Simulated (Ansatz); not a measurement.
# Ligand exchange: SiH(CH3)(OH)2 + Ge3Si2H12 → Si(CH3)(OH)2(SiH3) + Ge3SiH10

Species: SiH(CH3)(OH)2, singlet; Ge3Si2H12 `[SiH3][GeH2][GeH2][SiH2][GeH3]`, singlet; Si(CH3)(OH)2(SiH3), singlet; Ge3SiH10 `[GeH3][SiH2][GeH2][GeH3]`, singlet. The partners trade H for SiH3: Si–H and Ge–SiH3 bonds give way to Si–SiH3 and Ge–H.

Shapes, held fixed at every level: PBE0-D4/def2-TZVP. Flexible molecules stand in one conformer, not always the lowest. Programs: Ansatz 0.2.0. Electronic energies: no zero-point or thermal term.

| level | kind | ΔE (kJ/mol) | less CCSD(T)/def2-TZVPP |
| --- | --- | --- | --- |
| r2SCAN-D4/def2-TZVPP | meta-GGA | +38.2 | -4.2 |
| B3LYP-D4/def2-TZVPP | global hybrid | +39.1 | -3.3 |
| PBE0-D4/def2-TZVPP | global hybrid | +37.9 | -4.5 |
| wB97M-V/def2-TZVPP | range-separated hybrid | +42.3 | -0.1 |
| wB97X-V/def2-TZVPP | range-separated hybrid | +37.6 | -4.8 |
| MP2/def2-TZVPP | perturbation theory | +47.9 | +5.5 |
| CCSD/def2-TZVPP | coupled cluster or CI | +41.9 | -0.5 |
| CCSD(T)/def2-TZVPP | coupled cluster or CI | +42.4 | 0.0 |

The highest level, CCSD(T)/def2-TZVPP, gives ΔE = +42.4 kJ/mol; the levels span +37.6 to +47.9. The column of differences is taken from that level and isn't an error. No measured value is set beside it here. Relativity is left out for Ge unless named. Correlated rows may include outer-core shells of Ge, which these sets cover unevenly.
